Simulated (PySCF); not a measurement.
C7H10O2SSi, SMILES COC(=O)C[SiH2]c1cccs1, GFN2-xTB optimised geometry.

```
21

C      0.38    -3.97    -2.91
O     -0.40    -3.67    -1.77
C      0.25    -3.12    -0.73
O      1.43    -2.89    -0.75
C     -0.68    -2.80     0.38
Si    -1.60    -1.17    -0.02
C     -0.39     0.26     0.00
C      0.98     0.26     0.00
C      1.54     1.55     0.00
C      0.60     2.53     0.00
S     -0.99     1.89     0.00
H      1.13    -4.72    -2.68
H      0.89    -3.07    -3.27
H     -0.31    -4.34    -3.67
H     -1.42    -3.59     0.47
H     -0.12    -2.72     1.31
H     -2.25    -1.28    -1.33
H     -2.60    -0.98     1.04
H      1.56    -0.65    -0.01
H      2.60     1.74     0.00
H      0.75     3.59     0.00
```

Density from PBE0/def2-SVP (PySCF) at that geometry.

Minimum of the electron density along straight lines between bonded atoms, close to the bond critical point (lines longer than 1.1 times the sum of covalent radii, or with two minima, are not listed):

```
bond     length / Å  ρ at the minimum / e bohr⁻³  ∇²ρ there / e bohr⁻⁵  position (fraction from the first atom)
-------  ----------  ---------------------------  --------------------  ---------------------------------------
C1–O2         1.420                        0.246                 -0.29                                     0.34
O2–C3         1.345                        0.302                 -0.38                                     0.67
C3–O4         1.205                            …                  0.29                                     0.33
C3–C5         1.484                        0.267                 -0.65                                     0.52
C5–Si6        1.915                            …                  0.29                                     0.62
Si6–C7        1.869                        0.113                     …                                     0.38
C7–C8         1.367                        0.317                 -0.78                                     0.51
C8–C9         1.410                        0.297                 -0.74                                     0.50
C9–C10        1.358                        0.323                 -0.82                                     0.49
C7–S11        1.741                        0.206                 -0.40                                     0.46
C10–S11       1.717                        0.217                 -0.47                                     0.47
C1–H12        1.092                        0.282                 -1.08                                     0.64
C1–H13        1.092                        0.282                 -1.09                                     0.64
C1–H14        1.087                        0.285                 -1.11                                     0.64
C5–H15        1.086                        0.274                 -1.00                                     0.63
C5–H16        1.087                        0.275                 -1.01                                     0.63
Si6–H17       1.467                        0.118                  0.32                                     0.49
Si6–H18       1.468                        0.117                  0.32                                     0.49
C8–H19        1.076                        0.287                 -1.14                                     0.65
C9–H20        1.076                        0.284                 -1.09                                     0.63
C10–H21       1.072                        0.286                 -1.12                                     0.64
```

Q: Complete the blanks.

A: 
- C3–O4, ρ at the minimum / e bohr⁻³: 0.418
- C5–Si6, ρ at the minimum / e bohr⁻³: 0.106
- Si6–C7, ∇²ρ there / e bohr⁻⁵: 0.37
